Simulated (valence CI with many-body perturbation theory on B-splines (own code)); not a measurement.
# Sensitivity of CI+MBPT for Os54+

Calculated by valence CI with perturbative core correlation (CI+MBPT): four valence electrons over a frozen Dirac-Fock core [Ar], a basis of 6 s, 6 p, 5 d, 5 f, 1 g functions for each j, with the one-electron correlation potential Σ1, the two-electron term Σ2, the three-electron term Σ3, Breit, model QED; selected CI, second order for the rest, scaled by the run's own slope (own B-spline code, finite nucleus).

The last digits are not significant, and no measured levels were compared; by estimate large intervals hold to a few tenths of a per cent, small ones and those within an open d or f shell to about a per cent. The list stops below the first excitations out of the core. Only levels of the ground parity were solved; by the run's estimate the other parity begins above the list, which can be wrong where configurations are misplaced.

The reference run has the lowest level (3d3/2^4) J=0 and an ionisation energy of 5281.30 eV. Its largest variational space holds 8007 state functions.

Levels are named by their leading jj configuration (3d3/2^4 stands for four electrons in 3d with j = 3/2), which in mixed levels can hold well under half, so a name can repeat and another be missing. Letters in brackets count levels of one name in rising energy.

Changed runs:
A. selection threshold (hartree) 2e-08 → 1e-06
B. correlating orbitals by l 3 3 3 3 1 → 4 4 3 0 0; Davidson tolerance 2e-05 → 0.0003
C. Breit term on → off
D. cutoff of virtual states (hartree) 11552 → 560.67 (bad on purpose)

Excitation energies of the reference run in cm⁻¹, and shifts in cm⁻¹:

```
                    Level  Reference       A      B       C      D
      (3d3/2^3 3d5/2) J=1     593691    -0.6   -884  +15830   -247
      (3d3/2^3 3d5/2) J=4     692349    -3.6   -243  +30383   -171
      (3d3/2^3 3d5/2) J=2     721219    -3.7    +82  +22440   -182
      (3d3/2^3 3d5/2) J=3     748892    -4.9   +209  +23381   -149
(3d3/2^2 3d5/2^2) J=0 [a]    1259750    -0.1  -1005  +29110   -516
(3d3/2^2 3d5/2^2) J=2 [a]    1262500    -2.4   -766  +32373   -465
(3d3/2^2 3d5/2^2) J=4 [a]    1282890    -2.8  -1034  +43624   -447
(3d3/2^2 3d5/2^2) J=3 [a]    1300300    -3.9   -845  +37772   -435
    (3d3/2^2 3d5/2^2) J=5    1329370    -5.1   -747  +50690   -390
    (3d3/2^2 3d5/2^2) J=6    1352540    -2.7   -649  +60280   -360
    (3d3/2^2 3d5/2^2) J=1    1375490    -4.5   +1.1  +34848   -433
(3d3/2^2 3d5/2^2) J=3 [b]    1399020    -5.6   +218  +41499   -378
   Ionisation energy (eV)    5281.30  -7e-05  -0.35   +5.41  -0.31
```
